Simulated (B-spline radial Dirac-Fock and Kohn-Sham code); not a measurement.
**X-ray form factors of tungsten in several charge states**

The computed values come from a B-spline atomic structure program: Dirac-Fock densities.

Configurations: W³⁰⁺ [Kr] 4d8; W³¹⁺ [Kr] 4d7; W³²⁺ [Kr] 4d6. The first column is f₀ of W³⁰⁺, the others are differences from it.

```csv
s (Å⁻¹),W³⁰⁺,Δ W³¹⁺,Δ W³²⁺
0,44.000,-1.000,-2.000
0.1,43.687,-0.980,-1.961
0.2,42.770,-0.923,-1.848
0.3,41.312,-0.834,-1.673
0.4,39.409,-0.722,-1.450
0.5,37.181,-0.596,-1.201
0.7,32.255,-0.343,-0.699
0.9,27.452,-0.141,-0.294
1.1,23.369,-0.017,-0.042
1.4,18.954,+0.039,+0.077
```
